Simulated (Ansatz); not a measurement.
Geometry optimisation, RKS BLYP/def2-SVP in Ansatz 0.2.0.

Input:

```yaml
crystal:
  periodic: [false, false, false]
  atoms:
    - { symbol: Al, position_ang: [0.325381, -0.51871, -0.77805] }
    - { symbol: S, position_ang: [2.44929, 0.218613, -0.640249] }
    - { symbol: C, position_ang: [-0.041757, -2.221003, 0.145283] }
    - { symbol: C, position_ang: [-0.949315, 0.511556, -1.874872] }
    - { symbol: H, position_ang: [0.845145, 1.083531, 1.307672] }
    - { symbol: C, position_ang: [-0.016768, 1.227862, 1.964062] }
    - { symbol: H, position_ang: [2.245158, 1.360879, -1.371313] }
    - { symbol: H, position_ang: [0.839677, -2.552463, 0.730586] }
    - { symbol: H, position_ang: [-0.895869, -2.137016, 0.846372] }
    - { symbol: H, position_ang: [-0.291739, -3.038319, -0.563855] }
    - { symbol: H, position_ang: [-0.69535, 0.407814, -2.9523] }
    - { symbol: H, position_ang: [-0.880776, 1.594747, -1.638823] }
    - { symbol: H, position_ang: [-2.00874, 0.204911, -1.751801] }
    - { symbol: H, position_ang: [-0.053684, 0.414733, 2.71286] }
    - { symbol: H, position_ang: [0.093756, 2.203749, 2.475423] }
    - { symbol: H, position_ang: [-0.964311, 1.239315, 1.389004] }
basis:
  gaussian: { orbitals: def2-SVP }
hamiltonian:
  xc: blyp
relax:
  f_tol: 0.03
  max_steps: 50
```

Run as:

```bash
$ ansatz run input.yaml --threads 4 --pin off --max-ram 5120MiB --backend cpu --events-out ev --progress --plain --runs-dir out
```

Where does it end, and by what steps?

The forces met the threshold. The force dipped under the threshold on the way, but the program's further checks kept it going. After 14 steps the energy has fallen by 0.102 eV; H14 moved furthest, 0.56 Å.

| step | energy less start (eV) | largest force component (eV/Å) | accepted |
| --- | --- | --- | --- |
| 0 | 0.0000 | 0.446 | yes |
| 1 | -0.0690 | 0.173 | yes |
| 2 | -0.0867 | 0.302 | yes |
| 3 | -0.0936 | 0.100 | yes |
| 4 | -0.0878 | 0.253 | no |
| 5 | -0.0966 | 0.024 | yes |
| 6 | -0.0976 | 0.030 | yes |
| 7 | -0.0984 | 0.022 | yes |
| 8 | -0.0987 | 0.014 | yes |
| 9 | -0.0992 | 0.043 | yes |
| 10 | -0.0996 | 0.064 | yes |
| 11 | -0.0999 | 0.112 | yes |
| 12 | -0.1004 | 0.094 | yes |
| 13 | -0.1010 | 0.051 | yes |
| 14 | -0.1016 | 0.020 | yes |

```xyz
16
Properties=species:S:1:pos:R:3
Al 0.415 -0.641 -0.990
S 2.525 0.062 -0.860
C 0.018 -2.353 -0.097
C -0.911 0.409 -2.011
H 0.789 1.368 1.769
C -0.112 1.514 2.394
H 2.324 1.215 -1.561
H 0.900 -2.801 0.402
H -0.774 -2.223 0.672
H -0.373 -3.097 -0.824
H -0.900 0.108 -3.082
H -0.713 1.502 -1.984
H -1.945 0.241 -1.642
H -0.158 0.724 3.167
H -0.062 2.505 2.882
H -1.022 1.467 1.764
```

Run time: 40 s on 4 threads of Arm Neoverse N1 (shared host), peak memory 0.19 GiB.
